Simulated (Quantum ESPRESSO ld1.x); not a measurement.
Tm, 69 electrons, occupied as [Xe] 4f13 6s2. Calculated with ld1.x of Quantum ESPRESSO 7.5: Dirac Kohn-Sham, PBE, spin-unpolarised, spherical densities, point nucleus; open shells fill j = l - 1/2 first.

Spin-orbit splittings of the eigenvalues, e(l+1/2) - e(l-1/2), with zeta = 2 splitting/(2l+1) and mean radii in bohr:

shell  occ.  splitting (eV)  zeta (eV)  <r> j=l-1/2  <r> j=l+1/2
2p        6           980.3      653.5      0.07008      0.07747
3p        6           207.0      138.0       0.2103       0.2241
3d       10           45.23      18.09       0.1973       0.2016
4p        6           46.71      31.14       0.5062       0.5381
4d       10           8.496      3.399       0.5651       0.5765
4f       13               ?          ?       0.7989       0.8243
5p        6           5.703      3.802        1.394        1.511

Estimate the 4f splitting.

Answer. 1.195 eV (zeta = 0.3413 eV).
